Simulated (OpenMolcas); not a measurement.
# Levels of Pd6+ by method

- Program: OpenMolcas
- Basis: ANO-RCC-VTZP [7s6p4d2f1g]
- Scalar Hamiltonian: DKH2, point nucleus
- Active space: 4 electrons in 5 orbitals (4d)
- State averaging: 2S+1 = 5 even, 5 roots; 2S+1 = 3 even, 45 roots; 2S+1 = 1 even, 50 roots
- Spin-orbit coupling: RASSI with atomic mean-field integrals over the reference wave functions, term energies averaged over their components

Methods on the same reference wave functions:
A. CASSCF
B. SS-CASPT2, IPEA 0.25 Eh, imaginary shift 0.1 Eh (closed shells correlated: 4s 4p)
C. MS-CASPT2, IPEA 0.25 Eh, imaginary shift 0.1 Eh (closed shells correlated: 4s 4p)
D. XMS-CASPT2, IPEA 0.25 Eh, imaginary shift 0.1 Eh (closed shells correlated: 4s 4p)

Energies in cm-1 above 4d4 5D0.

```
            Level      A      B      C      D
          4d4 5D0    0.0    0.0    0.0    0.0
          4d4 5D1    896    980    979    976
          4d4 5D2   2316   2450   2450   2440
          4d4 5D3   4013   4150   4150   4140
          4d4 5D4   5868   5960   5960   5960
       4d4 3P0(1)  23270  20000  20000  20080
   4d4 3H4 [71 %]  24137  22080  22070  22210
          4d4 3H5  26165  24330  24330  24470
       4d4 3P1(1)  27360  24180  24170  24240
          4d4 3H6  27664  25940  25940  26100
       4d4 3F2(1)  29045  25920  25950  26060
4d4 3F4(1) [56 %]  29780  27030  27020  27150
       4d4 3P2(1)  32603  29150  29130  29200
   4d4 3G4 [62 %]  33548  30310  30280  30300
          4d4 3G5  34918  31930  31930  32010
          4d4 1I6  39233  36700  36700  36990
          4d4 3D3  39774  34420  34410  34440
   4d4 3D2 [74 %]  40394  35340  35340  35350
          4d4 3D1  41380  36100  36100  36130
       4d4 1G4(1)  43109  39440  39410  39230
       4d4 1S0(1)  47796  41560  41550  41510
       4d4 1D2(1)  49999  45040  45040  44700
          4d4 1F3  55087  48540  48540  48590
       4d4 3P2(2)  63120  55140  55150  55060
```

Among B to D the level of the table that moves most is 4d4 1D2(1), by 340 cm-1 (lowest in D, highest in C). Moves below CASPT2's spread within the term are not significant.

From A to B the spin-free energies of the other terms of 4d4 shown, above 5D, scale by factors of 0.84 to 0.92, as is usual when dynamic correlation screens the repulsion within a d or f shell.

The lowest spin-free term lies below A's lowest term by 0.327 hartree in B, 0.327 hartree in C, 0.333 hartree in D.

CASPT2 does not keep the components of a term degenerate, so their means are used; among the terms shown or strongly mixed into the levels shown the widest spread is 2200 cm-1 (4d4 1I, D). The CASPT2 spread within a term exceeds the gap to the next term for 4d4 3D and 4d4 1I, 4d4 1I and 4d4 1G(1), so the order of their levels is uncertain (figures for C; the like holds for D). Without dynamic correlation excited terms often stand tens of per cent too high (terms of higher spin than the ground term too low), and those without a measured partner can miss by more than the paired ones (holds for A). Levels of configurations outside the active space are missing. Levels that lie high or do not pair safely by name in every column are left out.

A share in square brackets marks a mixed level and gives the weight of the term that names it, the lowest over the columns. A number in round brackets counts repeated terms of one configuration in the order of the reference energies.
